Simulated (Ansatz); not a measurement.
```yaml
crystal:
  periodic: [false, false, false]
  atoms:
    - {symbol: O, position_ang: [-1.178701, 2.196036, 0.423555]}
    - {symbol: Si, position_ang: [0.109372, 1.169849, 0.327437]}
    - {symbol: C, position_ang: [-0.340955, -0.508743, -0.353180]}
    - {symbol: Si, position_ang: [1.035658, -1.768623, -0.153704]}
    - {symbol: H, position_ang: [-1.551114, 2.526134, -0.394527]}
    - {symbol: H, position_ang: [0.599523, 1.036558, 1.720324]}
    - {symbol: H, position_ang: [1.179337, 1.746663, -0.534183]}
    - {symbol: H, position_ang: [-1.235920, -0.880712, 0.160444]}
    - {symbol: H, position_ang: [-0.578709, -0.420871, -1.418403]}
    - {symbol: H, position_ang: [0.845944, -2.962887, -1.023721]}
    - {symbol: H, position_ang: [1.181066, -2.190404, 1.266556]}
basis:
  gaussian: {orbitals: def2-TZVPP}
magnetization: {spin_polarized: true, initial_magnetization: 1}
hamiltonian: {xc: {name: TPSS}, dispersion: d4}
```

```sh
$ ansatz run in.yaml --threads 4 --pin off --events-out ev --progress --plain --max-ram 10444MiB
```

Shortened log:

```
Error: YAML parse error: error: line 18 column 19: hamiltonian.xc: no functional is named "TPSS"; the names, which are not case-sensitive, are SVWN5, SPW92, PBE, PBE0, PBEsol, revPBE, revPBE0, RPBE, rPW86-PBE, HSE06, wPBEh, LC-wPBE, HISS, HF, BLYP, B3LYP, B3LYP5, BHLYP, CAM-B3LYP, r2SCAN, r2SCANh, r2SCAN0, r2SCAN50, m-r2SCAN, B97, wB97, wB97X, wB97X-V, B97M-V, wB97M-V, B2PLYP, B2GP-PLYP, PBE0-DH, PBE-QIDH
16 |   gaussian: {orbitals: def2-TZVPP}
17 | magnetization: {spin_polarized: true, initial_magnetization: 1}
18 | hamiltonian: {xc: {name: TPSS}, dispersion: d4}
```

Problem. Something in this input is off. What?

Solution. The method's name isn't one that the program takes here. The input was rejected before any iteration.

HSE06 is defined as in plane-wave codes.
